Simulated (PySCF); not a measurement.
Electron correlation in Br (bromine, neutral)

[Ar] 3d10 4s2 4p5, 2P determinant. Calculation: PySCF 2.14, in aug-pcseg-3; the non-relativistic Hamiltonian (point nucleus). Frozen: [Ar] 3d10; 7 electrons correlated.

MP2 pair energies summed by pair of shells (mhartree):

```tsv
pair	energy	share (%)
4p-4p	-88.88	60.5
4s-4p	-49.61	33.7
4s-4s	-8.52	5.8
```

Total MP2 correlation energy: -147.00 mhartree.

Same-spin part -31.65 and opposite-spin part -115.36 mhartree; SCS-MP2 scales them by 1/3 and 6/5 to -148.98 mhartree.
